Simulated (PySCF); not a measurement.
A GIAO shielding run with PySCF 2.14.0 with density-fitted response routines (density fitting, non-relativistic, gas phase) on SMILES CC[Si@H](O)C([SiH3])[SiH3], C₃H₁₄OSi₃:

```
$ OMP_NUM_THREADS=1 python probes_run.py task.json out

{"job": {"kind": "nmr", "xc": "PBE0", "basis": "pcSseg-1"}, "charge": 0, "multiplicity": 1}
C     -3.053812    -0.317875    -0.320686
C     -1.621631    -0.706279     0.038073
Si    -0.466529     0.755179     0.190318
O     -0.467280     1.493854    -1.310387
C      1.282872     0.240740     0.680065
Si     2.439264     1.723589     0.739434
Si     1.969090    -1.153447    -0.388451
H     -3.501715     0.328351     0.451075
H     -3.702283    -1.201465    -0.427031
H     -3.085304     0.237462    -1.270327
H     -1.589423    -1.265130     0.990504
H     -1.204725    -1.388762    -0.723489
H     -0.965118     1.712732     1.233705
H     -0.001018     2.330321    -1.393426
H      1.216833    -0.142418     1.717374
H      3.809191     1.336998     1.195855
H      1.901610     2.772476     1.661572
H      2.559918     2.333596    -0.623901
H      1.222715    -2.424807    -0.137117
H      1.842974    -0.801729    -1.834802
H      3.414630    -1.395060    -0.084918
```

Hardware: 1 thread of an Arm Neoverse N1, shared host. The job also computes population analyses, field gradients.

Q: How large is the calculation?

A: 82 electrons, 210 basis functions and 1161 auxiliary functions.

Q: How long does it take, and how much memory does it need?

A: 92 s of wall time, with 13 SCF cycles and 4 response iterations; peak memory 1.1 GiB. Times on a shared host scatter by some tens of per cent.

Q: And these other runs on the same molecule and hardware: GIAO shielding at KT3/pcSseg-1?

A: KT3/pcSseg-1: 210 functions, 90 s.
